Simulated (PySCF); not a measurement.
Au2H6S2Si3, SMILES [Au][S][SiH2][SiH2][SiH2][S][Au], multiplicity 1. Atoms are numbered in the order given.

```xyz
13

Au    -3.5309     0.0093    -0.8680
S     -2.0067    -0.8563     0.6149
Si    -1.6885     0.8272     1.9373
Si     0.0000     0.0000     3.3546
Si     1.6885    -0.8272     1.9373
S      2.0067     0.8563     0.6149
Au     3.5309    -0.0093    -0.8680
H     -2.9228     1.2009     2.6882
H     -1.1922     2.0362     1.2220
H      0.5352     1.0920     4.2233
H     -0.5352    -1.0920     4.2233
H      2.9228    -1.2009     2.6882
H      1.1922    -2.0362     1.2220
```

Geometry: B3LYP-D3(BJ)/def2-SVP. The multiplicity is an assumed one; no other spin state was optimised. The def2 effective core potentials stand for the cores of Au; spin–orbit coupling is left out. The values are those of a single conformer.

The numbers are results of M06-2X/def2-SVP run with PySCF, not measurements.

ESP charges are fitted to the potential on shells at 1.4 to 2.0 van der Waals radii. Atomic charges (e):

```
atom    Mulliken  ESP fit  Löwdin
----  ----------  -------  ------
Au1   (withheld)     0.36   -0.09
S2         -0.37    -0.48    0.03
Si3   (withheld)    -0.11    0.25
Si4   (withheld)     0.76    0.13
Si5   (withheld)    -0.11    0.25
S6         -0.37    -0.48    0.03
Au7   (withheld)     0.36   -0.09
H8         -0.06    -0.02   -0.09
H9         -0.05     0.05   -0.08
H10        -0.03    -0.18   -0.08
H11        -0.03    -0.18   -0.08
H12        -0.06    -0.02   -0.09
H13        -0.05     0.05   -0.08
```

Problem. Fill in the missing entries. (Estimate from the structure and the level; the computed values follow.)

Solution. 
- Au1, Mulliken: 0.19
- Si3, Mulliken: 0.30
- Si4, Mulliken: 0.03
- Si5, Mulliken: 0.30
- Au7, Mulliken: 0.19
